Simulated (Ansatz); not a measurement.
GeEtBr3 (C₂H₅Br₃Ge), relaxed as a singlet with RKS PBE-D4/def2-SVP in Ansatz, starting from the GFN2-xTB geometry. Force threshold 0.02 eV/Å.

Start:

```csv
atom,x (Å),y (Å),z (Å)
Ge1,-0.8355,-1.1903,-0.1797
C2,0.8144,0.0107,-0.2067
C3,0.5142,1.3968,0.3280
H4,1.1582,0.0468,-1.2406
H5,1.5733,-0.4925,0.3930
H6,1.4188,2.0017,0.3017
H7,-0.2448,1.8946,-0.2752
H8,0.1648,1.3539,1.3590
Br9,-2.6166,-0.1756,-1.3227
Br10,-1.5378,-1.5756,2.0269
Br11,-0.4090,-3.2704,-1.1837
```

```csv
step,energy (eV),largest force component (eV/Å),SCF passes
1,-268739.9715,0.992,21
2,-268740.0508,0.527,21
3,-268740.0585,0.121,21
4,-268740.0593,0.024,22
5,-268740.0595,0.016,21
6,-268740.0599,0.034,20
7 (rejected),-268740.0599,0.035,20
8,-268740.0602,0.017,21
```

Force components are those of the run's own axes.

End:

```xyz
11

Ge   -0.814   -1.166   -0.189
C     0.771   -0.004   -0.231
C     0.508    1.381    0.358
H     1.075    0.034   -1.298
H     1.555   -0.563    0.322
H     1.427    1.999    0.313
H    -0.286    1.916   -0.200
H     0.194    1.320    1.419
Br   -2.558   -0.200   -1.389
Br   -1.531   -1.471    2.005
Br   -0.343   -3.247   -1.110
```

By distances, no bond broke or formed. The bond that changes most is Ge1–C2, from 2.04 to 1.97 Å (atoms count from 1).

The force fell under the threshold at step 5, but the optimiser went on. No frequencies were taken in this run, so the end may be a saddle point.

Hardware: 2 threads of AMD EPYC 7R13 on a shared host and a share (18 GiB) of an NVIDIA H100 80GB HBM3. Wall time 8.5 s, peak host memory 0.82 GiB.
